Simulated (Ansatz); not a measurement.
BH₂I. The state is a triplet with charge 0. Geometry PBE-D4/def2-TZVP, that of the neutral singlet; atoms count from 1.

```xyz
4

B    -0.0505    0.2459   -0.0096
H    -1.0952    0.6128    0.4377
H     0.7727    0.9599   -0.4981
I     0.3730   -1.8185    0.0699
```

In the def2 sets I takes a core potential; there is no spin–orbit coupling. At PBE0-D4/def2-TZVP a singlet of charge 0 lies 3.63 eV below the triplet at the same geometry.

Problem. Estimate the Mulliken populations from the PBE0/def2-TZVP orbitals of Ansatz.

Solution. 
```json
{"atom": "B1", "charge (e)": "-0.49", "spin (α − β)": "1.04"}
{"atom": "H2", "charge (e)": "0.07", "spin (α − β)": "0.06"}
{"atom": "H3", "charge (e)": "0.07", "spin (α − β)": "0.06"}
{"atom": "I4", "charge (e)": "0.35", "spin (α − β)": "0.85"}
```
Mulliken values and Mayer orders depend strongly on the basis.

Problem. Where does the spin sit?

Solution. Summed by element: B 1.04, H 0.11, I 0.85, of 2 unpaired in all. Largest on single atoms: B1 1.04, I4 0.85, H2 0.06.

Problem. And the Mayer bond orders between bonded heavy atoms (over 0.3)?

Solution. B1–I4 1.12 (2.11 Å).
